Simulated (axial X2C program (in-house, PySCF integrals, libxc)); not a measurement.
## Ω levels of MoI⁺ from open-shell CI on d4 s0 p(π)0

Calculated with an axial X2C code built on PySCF integrals: two-component X2C with atomic mean-field Coulomb and Gaunt terms, basis Mo dyall-v3z, I dyall-v3z (cores contracted in-house). Orbitals come from Hartree–Fock averaged over the configuration Mo d4 s0 p(π)0; CI then distributes these electrons over the d, s, p(π) shells of Mo.

R = 2.617 Å (near the minimum of the configuration average).

Active spinors (ω > 0):

| shell | ω | ε (eV) | character |
| --- | --- | --- | --- |
| d | 3/2 | -9.58 | 100% Mo d |
| d | 5/2 | -9.44 | 100% Mo d |
| d | 1/2 | -9.29 | 88% Mo d, 6% I p, 3% Mo s |
| d | 3/2 | -9.13 | 90% Mo d, 7% I p |
| d | 1/2 | -9.10 | 82% Mo d, 11% Mo s, 5% I p |
| s | 1/2 | -1.69 | 86% Mo s, 8% Mo p |
| p(π) | 1/2 | -3.28 | 90% Mo p, 4% Mo d |
| p(π) | 3/2 | -3.20 | 89% Mo p, 4% Mo d |

Lowest levels of this model:

| Ω | energy (cm⁻¹) | g∥ | configuration |
| --- | --- | --- | --- |
| 0 | 0 | 0.00 | 100% d4 |
| 1 | 29 | 4.03 | 100% d4 |
| 2 | 127 | 7.98 | 100% d4 |
| 1 | 1283 | 5.91 | 100% d4 |
| 0 | 1509 | 0.00 | 100% d4 |
| 0 | 1598 | 0.00 | 100% d4 |
| 1 | 1851 | 2.04 | 100% d4 |
| 2 | 2172 | 6.01 | 100% d4 |
| 3 | 2521 | 9.99 | 100% d4 |
| 0 | 5757 | 0.00 | 100% d4 |
| 0 | 5757 | 0.00 | 100% d4 |
| 1 | 6069 | 0.02 | 100% d4 |
| 2 | 6376 | 4.01 | 100% d4 |
| 3 | 6683 | 8.00 | 100% d4 |
| 4 | 6988 | 11.99 | 100% d4 |
| 0 | 14389 | 0.00 | 100% d4 |
| 3 | 14512 | 5.86 | 100% d4 |
| 2 | 14588 | 2.11 | 100% d4 |
| 4 | 14670 | 9.87 | 100% d4 |
| 4 | 15204 | 8.00 | 100% d4 |
| 3 | 15219 | 6.43 | 100% d4 |
| 5 | 15399 | 11.96 | 100% d4 |
| 0 | 15594 | 0.00 | 100% d4 |
| 0 | 15968 | 0.00 | 100% d4 |
| 4 | 16398 | 6.17 | 100% d4 |
| 5 | 16925 | 10.06 | 100% d4 |
| 6 | 17593 | 13.95 | 100% d4 |
| 6 | 20500 | 12.05 | 100% d4 |
| 5 | 21352 | 11.68 | 100% d4 |
| 5 | 22282 | 10.31 | 100% d4 |

g∥ is the magnitude of 2⟨Lz + ge Sz⟩ for the +Ω component.

This point took 1.8 s on 1 thread of Arm Neoverse V2, with other jobs on the host.

There is no dynamic correlation: spin–orbit spacings and, for f shells, spacings inside one term are the most reliable numbers, splittings between terms come out too wide, and energies between configurations are not reliable, so the lowest level need not be the ground state of the molecule. For d shells the ligand-field splittings (σ, π, δ) and their order can be off by a thousand cm⁻¹ or more. At most 4 roots were kept for each Ω > 0 (twice that for Ω = 0) within 3.2 eV of the lowest, so higher up levels can be missing between those listed; levels with Ω > 0 are doubly degenerate and listed once, Ω = 0 levels singly. Some active spinors are only partly of the character that their shell is named for, so the shell names and counts are nominal. States that fill the shells left empty in the average are placed too high.
